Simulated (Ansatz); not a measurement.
# A barrier at the coupled-cluster level

Start structure (Si2H6Cl2, singlet), relaxed at PBE0-D4/def2-TZVP:

```
10
angstrom
Si -0.2554 0.6301 -0.9736
Si 0.9213 -1.1964 -0.1164
Cl 0.1672 0.8131 -2.9744
Cl -2.2705 0.3051 -0.7418
H 0.0520 1.9337 -0.3431
H -0.7509 1.1828 2.6977
H -1.3604 1.0614 2.2837
H 2.3786 -0.9578 -0.2854
H 0.6038 -1.3636 1.3252
H 0.5143 -2.4082 -0.8719
```

The step: Si₂H₄Cl₂ ([SiH3][SiH]([Cl])[Cl]) + H₂ → SiH₂Cl₂ ([Cl][SiH2][Cl]) + SiH₄; bonds formed: Si1–H7, Si2–H6; bonds broken: Si1–Si2, H6–H7. Computed with Ansatz 0.2.0 (basis: def2-TZVPP and def2-QZVPP); correlated methods freeze the cores. Extrapolation: Hartree–Fock as exp(−7.88 √X), correlation as X^−2.97. Energies below are by CCSD(T) at an estimated basis limit (MP2 extrapolated from triple and quadruple zeta, plus CCSD(T) − MP2 in triple zeta).

Problem. What are the electronic barrier and the energy of the step, from the start structure to the end structure? (To be estimated.)

Solution. The calculation gives: Barrier 3.005 eV; step energy -0.234 eV (downhill); reverse barrier, their difference, 3.238 eV. Barrier and step energy count from the start structure, the reverse barrier from the end structure.

The saddle point: One imaginary mode of 1179i cm⁻¹.
```csv
pair,start (Å),saddle (Å),end (Å)
Si1–H7,3.47,1.83,1.48
Si2–H6,4.05,1.68,1.49
Si1–Si2,2.34,2.56,4.10
H6–H7,0.75,1.01,3.12
```

Zero-point energy (harmonic, PBE0-D4): ZPE is 1.319 eV at the start and 1.391 eV at the saddle, so the barrier goes from 3.005 to 3.077 eV.

The T1 diagnostic stays at or below 0.012.

Labels in which every atom is bracketed show which atoms are joined, not bond orders.

For scale, one of the runs: CCSD(T)/def2-TZVPP, 252 basis functions, launched by `ansatz run in.yaml --threads 4 --pin off --events-out ev --progress --plain --max-ram 9574MiB`. Hardware: 4 CPU threads of an Arm Neoverse N1, shared host. Wall time 2.8 min; peak host memory 4.7 GiB.
